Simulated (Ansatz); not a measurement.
Ansatz (a first-principles code) input (B3LYP-D3(BJ)/def2-TZVP):

Ansatz 0.2 input:
```yaml
crystal:
  periodic: [false, false, false]
  atoms:
    - {symbol: C, position_ang: [-1.06290764, 0.00833407, -0.04157960]}
    - {symbol: C, position_ang: [0.23458558, 0.21568668, -0.00007609]}
    - {symbol: C, position_ang: [1.48371958, -0.02232846, 0.05268758]}
    - {symbol: O, position_ang: [2.65328344, -0.01092035, 0.09501503]}
    - {symbol: H, position_ang: [-1.75601987, 0.83575095, -0.09220424]}
    - {symbol: H, position_ang: [-1.50122319, -0.98337557, -0.02699378]}
basis:
  gaussian:
    orbitals: def2-TZVP
hamiltonian:
  xc: b3lyp
  dispersion: d3bj
relax: {f_tol: 0.002, max_steps: 150}
```

Output:

```
Functional definition: B3LYP
integrals: 0.04 GiB planned
779 factors; their error is unknown
mean field: 0.41 GiB planned
mean field evaluation 1: about -5184.6305 eV, gradient 5.2e1 eV
mean field evaluation 2: about -5182.7554 eV, gradient 5.9e1 eV
mean field evaluation 4: about -5190.2135 eV, gradient 3.4e0 eV
mean field evaluation 8: about -5190.2445 eV, gradient 1.6e-2 eV
mean field evaluation 16: about -5190.2502 eV, gradient 3.4e-5 eV
mean field -5190.25019830 eV, -190.7381767096 hartree, gradient 3.4e-5 eV, S^2 0.000000; 0 other end points of the search recorded, 0 dependent functions left out
the calculation of the forces begins
reference -5190.25041365 eV, -190.7381846235 hartree; 14, 14 occupied and 122, 122 virtual orbitals, 779 factors
relax step   1: F+E_penalty+E_count = -5190.40282724 eV  Δ(F+E_penalty+E_count) = +0.000e0 eV  max|allowed force component| = 7.667e-1 eV/Å  Δτ_max = 0.0000 Å  (29 SCF iters, accepted)
these checks for a lower state are left out or cut short: starts, cluster_reference, orbital_swaps, neighbouring_geometries, increment
integrals: 0.04 GiB planned
779 factors; their error is unknown
mean field: 0.40 GiB planned
mean field -5190.26146948 eV, -190.7385909177 hartree, gradient 1.9e-5 eV, S^2 0.000000; 0 other end points of the search recorded, 0 dependent functions left out
the calculation of the forces begins
reference -5190.26168525 eV, -190.7385988470 hartree; 14, 14 occupied and 122, 122 virtual orbitals, 779 factors
relax step   2: F+E_penalty+E_count = -5190.41380648 eV  Δ(F+E_penalty+E_count) = -1.098e-2 eV  max|allowed force component| = 2.811e-1 eV/Å  Δτ_max = 0.0151 Å  (34 SCF iters, accepted)
these checks for a lower state are left out or cut short: starts, cluster_reference, orbital_swaps, neighbouring_geometries, increment
integrals: 0.04 GiB planned
779 factors; their error is unknown
mean field: 0.40 GiB planned
mean field -5190.26824103 eV, -190.7388397678 hartree, gradient 1.6e-5 eV, S^2 0.000000; 0 other end points of the search recorded, 0 dependent functions left out
the calculation of the forces begins
reference -5190.26845705 eV, -190.7388477063 hartree; 14, 14 occupied and 122, 122 virtual orbitals, 779 factors
relax step   3: F+E_penalty+E_count = -5190.42051748 eV  Δ(F+E_penalty+E_count) = -6.711e-3 eV  max|allowed force component| = 1.777e-1 eV/Å  Δτ_max = 0.0277 Å  (33 SCF iters, accepted)
these checks for a lower state are left out or cut short: starts, cluster_reference, orbital_swaps, neighbouring_geometries, increment
integrals: 0.04 GiB planned
779 factors; their error is unknown
mean field: 0.40 GiB planned
mean field evaluation 32: about -5190.2007 eV, gradient 5.3e0 eV
mean field -5190.26182729 eV, -190.7386040669 hartree, gradient 1.3e-5 eV, S^2 0.000000; 0 other end points of the search recorded, 0 dependent functions left out
the calculation of the forces begins
reference -5190.26204354 eV, -190.7386120143 hartree; 14, 14 occupied and 122, 122 virtual orbitals, 779 factors
relax step   4: F+E_penalty+E_count = -5190.41420586 eV  Δ(F+E_penalty+E_count) = +6.312e-3 eV  max|allowed force component| = 4.264e-1 eV/Å  Δτ_max = 0.0378 Å  (35 SCF iters, rejected (line search))
these checks for a lower state are left out or cut short: starts, cluster_reference, orbital_swaps, neighbouring_geometries, increment
integrals: 0.04 GiB planned
779 factors; their error is unknown
mean field: 0.40 GiB planned
mean field -5190.27089309 eV, -190.7389372289 hartree, gradient 1.9e-5 eV, S^2 0.000000; 0 other end points of the search recorded, 0 dependent functions left out
the calculation of the forces begins
reference -5190.27110898 eV, -190.7389451628 hartree; 14, 14 occupied and 122, 122 virtual orbitals, 779 factors
relax step   5: F+E_penalty+E_count = -5190.42338828 eV  Δ(F+E_penalty+E_count) = -2.871e-3 eV  max|allowed force component| = 9.567e-2 eV/Å  Δτ_max = 0.0189 Å  (33 SCF iters, accepted)
these checks for a lower state are left out or cut short: starts, cluster_reference, orbital_swaps, neighbouring_geometries, increment
integrals: 0.04 GiB planned
779 factors; their error is unknown
mean field: 0.41 GiB planned
mean field -5190.27361032 eV, -190.7390370853 hartree, gradient 2.1e-5 eV, S^2 0.000000; 0 other end points of the search recorded, 0 dependent functions left out
the calculation of the forces begins
reference -5190.27382657 eV, -190.7390450326 hartree; 14, 14 occupied and 122, 122 virtual orbitals, 779 factors
relax step   6: F+E_penalty+E_count = -5190.42648612 eV  Δ(F+E_penalty+E_count) = -3.098e-3 eV  max|allowed force component| = 6.700e-2 eV/Å  Δτ_max = 0.0434 Å  (33 SCF iters, accepted)
these checks for a lower state are left out or cut short: starts, cluster_reference, orbital_swaps, neighbouring_geometries, increment
integrals: 0.04 GiB planned
779 factors; their error is unknown
mean field: 0.41 GiB planned
mean field -5190.27437306 eV, -190.7390651157 hartree, gradient 2.0e-5 eV, S^2 0.000000; 0 other end points of the search recorded, 0 dependent functions left out
the calculation of the forces begins
reference -5190.27458963 eV, -190.7390730745 hartree; 14, 14 occupied and 122, 122 virtual orbitals, 779 factors
relax step   7: F+E_penalty+E_count = -5190.42748119 eV  Δ(F+E_penalty+E_count) = -9.951e-4 eV  max|allowed force component| = 1.856e-2 eV/Å  Δτ_max = 0.0237 Å  (33 SCF iters, accepted)
these checks for a lower state are left out or cut short: starts, cluster_reference, orbital_swaps, neighbouring_geometries, increment
integrals: 0.04 GiB planned
779 factors; their error is unknown
mean field: 0.41 GiB planned
mean field evaluation 64: about -5190.2745 eV, gradient 5.4e-3 eV
mean field -5190.27448744 eV, -190.7390693189 hartree, gradient 2.0e-5 eV, S^2 0.000000; 0 other end points of the search recorded, 0 dependent functions left out
the calculation of the forces begins
reference -5190.27470421 eV, -190.7390772852 hartree; 14, 14 occupied and 122, 122 virtual orbitals, 779 factors
relax step   8: F+E_penalty+E_count = -5190.42784878 eV  Δ(F+E_penalty+E_count) = -3.676e-4 eV  max|allowed force component| = 8.440e-3 eV/Å  Δτ_max = 0.0222 Å  (34 SCF iters, accepted)
these checks for a lower state are left out or cut short: starts, cluster_reference, orbital_swaps, neighbouring_geometries, increment
integrals: 0.04 GiB planned
779 factors; their error is unknown
mean field: 0.40 GiB planned
mean field -5190.27447367 eV, -190.7390688131 hartree, gradient 2.0e-5 eV, S^2 0.000000; 0 other end points of the search recorded, 0 dependent functions left out
the calculation of the forces begins
reference -5190.27469045 eV, -190.7390767796 hartree; 14, 14 occupied and 122, 122 virtual orbitals, 779 factors
relax step   9: F+E_penalty+E_count = -5190.42785515 eV  Δ(F+E_penalty+E_count) = -6.368e-6 eV  max|allowed force component| = 2.807e-3 eV/Å  Δτ_max = 0.0021 Å  (35 SCF iters, accepted)
these checks for a lower state are left out or cut short: starts, cluster_reference, orbital_swaps, neighbouring_geometries, increment
integrals: 0.04 GiB planned
779 factors; their error is unknown
mean field: 0.41 GiB planned
mean field -5190.27446830 eV, -190.7390686158 hartree, gradient 2.0e-5 eV, S^2 0.000000; 0 other end points of the search recorded, 0 dependent functions left out
the calculation of the forces begins
reference -5190.27468509 eV, -190.7390765825 hartree; 14, 14 occupied and 122, 122 virtual orbitals, 779 factors
relax step  10: F+E_penalty+E_count = -5190.42785555 eV  Δ(F+E_penalty+E_count) = -3.991e-7 eV  max|allowed force component| = 3.503e-3 eV/Å  Δτ_max = 0.0004 Å  (35 SCF iters, accepted)
these checks for a lower state are left out or cut short: starts, cluster_reference, orbital_swaps, neighbouring_geometries, increment
integrals: 0.04 GiB planned
779 factors; their error is unknown
mean field: 0.41 GiB planned
mean field -5190.27447029 eV, -190.7390686889 hartree, gradient 2.0e-5 eV, S^2 0.000000; 0 other end points of the search recorded, 0 dependent functions left out
the calculation of the forces begins
reference -5190.27468708 eV, -190.7390766557 hartree; 14, 14 occupied and 122, 122 virtual orbitals, 779 factors
relax step  11: F+E_penalty+E_count = -5190.42785574 eV  Δ(F+E_penalty+E_count) = -1.900e-7 eV  max|allowed force component| = 2.194e-4 eV/Å  Δτ_max = 0.0001 Å  (35 SCF iters, accepted)
integrals: 0.04 GiB planned
779 factors; their error is unknown
mean field: 0.41 GiB planned
mean field evaluation 96: about -5182.1033 eV, gradient 6.1e1 eV
mean field -5190.27447029 eV, -190.7390686889 hartree, gradient 2.0e-5 eV, S^2 0.000000; 1 other end points of the search recorded, 0 dependent functions left out
the calculation of the forces begins
reference -5190.27468708 eV, -190.7390766557 hartree; 14, 14 occupied and 122, 122 virtual orbitals, 779 factors
Total energy: -5190.42807252 eV, -190.7447134667 hartree
Atom 0 at    -1.050084     0.030786    -0.041646 Å, force     0.000052    -0.000096     0.000037 eV/Å
Atom 1 at     0.228524     0.356859    -0.005116 Å, force     0.000152    -0.000015    -0.000060 eV/Å
Atom 2 at     1.468742     0.000739     0.051408 Å, force     0.000007    -0.000033     0.000050 eV/Å
Atom 3 at     2.626938    -0.131336     0.097899 Å, force    -0.000219     0.000056    -0.000020 eV/Å
Atom 4 at    -1.828035     0.787796    -0.093880 Å, force    -0.000015     0.000049     0.000007 eV/Å
Atom 5 at    -1.394647    -1.001697    -0.021816 Å, force     0.000023     0.000040    -0.000015 eV/Å
Dipole moment:    -0.507769    -0.126316    -0.014602 e Å
```
